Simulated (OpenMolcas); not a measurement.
## What dynamic correlation does to the levels of F²⁺

```yaml
Program: OpenMolcas 26.06
Basis: ANO-RCC-VQZP [5s4p3d2f1g]
Scalar_Hamiltonian: DKH2, point nucleus
Active_space: 5 electrons in 4 orbitals (2s 2p)
State_averaging: 2S+1 = 4 odd, 1 root; 2S+1 = 2 odd, 8 roots; 2S+1 = 4 even, 3 roots; 2S+1 = 2 even, 9 roots
Spin-orbit_coupling: RASSI with atomic mean-field integrals over the reference wave functions, term energies averaged over their components
```

Methods on the same reference wave functions:
A. CASSCF
B. SS-CASPT2, IPEA 0.25 Eh, imaginary shift 0.1 Eh (closed shells correlated: 1s)

Energies in cm⁻¹ above 2s² 2p³ ⁴S°_3/2, the measured ground level; measured values from Moore, Atomic Energy Levels, vol. I, NSRDS-NBS 35 (1971 reprint of NBS Circular 467, 1949).

| Level | A | B | Measured |
| --- | --- | --- | --- |
| 2s² 2p³ ⁴S°_3/2 | 0.0 | 0.0 | 0.0 |
| 2s² 2p³ ²D°_3/2 | 37935 | 34690 |  |
| 2s² 2p³ ²D°_5/2 | 37947 | 34700 |  |
| 2s² 2p³ ²P°_3/2 | 52050 | 51940 |  |
| 2s² 2p³ ²P°_1/2 | 52052 | 51950 |  |
| 2s 2p⁴ ⁴P_5/2 | 153105 | 152250 | 151898 |
| 2s 2p⁴ ⁴P_3/2 | 153408 | 152560 | 152235 |
| 2s 2p⁴ ⁴P_1/2 | 153588 | 152740 | 152410 |
| 2s 2p⁴ ²D_3/2 | 223097 | 211930 | 210256 |
| 2s 2p⁴ ²D_5/2 | 223099 | 211930 | 210240 |
| 2s 2p⁴ ²S_1/2 | 260013 | 250640 | 248260 |
| 2s 2p⁴ ²P_3/2 | 286968 | 271740 | 266559 |
| 2s 2p⁴ ²P_1/2 | 287332 | 272110 | 266943 |

Deviations, from unrounded energies. A percentage is the sum of absolute deviations over the sum of measured energies, with the sign that they share, or ± where signs differ.

```tsv
Against measurement	Levels	A	B
mean absolute deviation (cm-1)	8	10000	2100
other configurations (%)	8	+4.9	+1.0
```

B lies closest to measurement on these levels. The largest miss of B in the table is 2s 2p⁴ ²P_3/2, by +5200 cm-1. The ranking rests on the paired levels alone, and a cruder setting can come out closer through cancelling errors.

From A to B the spin-free energies of the other terms of 2s² 2p³ shown, above ⁴S°, scale by factors of 0.91 to 1.00.

The lowest spin-free term lies below A's lowest term by 0.131 hartree in B.

CASPT2 does not keep the components of a term degenerate, so their means are used; among the terms shown or strongly mixed into the levels shown the widest spread is 130 cm-1 (2s 2p⁴ ²D, B). Computed and measured levels are paired by configuration, term and J; levels that our copy of the source lacks, or whose pairing is in doubt (as where it misses far off the trend of its configuration), stay unpaired and out of the deviations. Only configurations of the active space appear.

° marks odd parity.
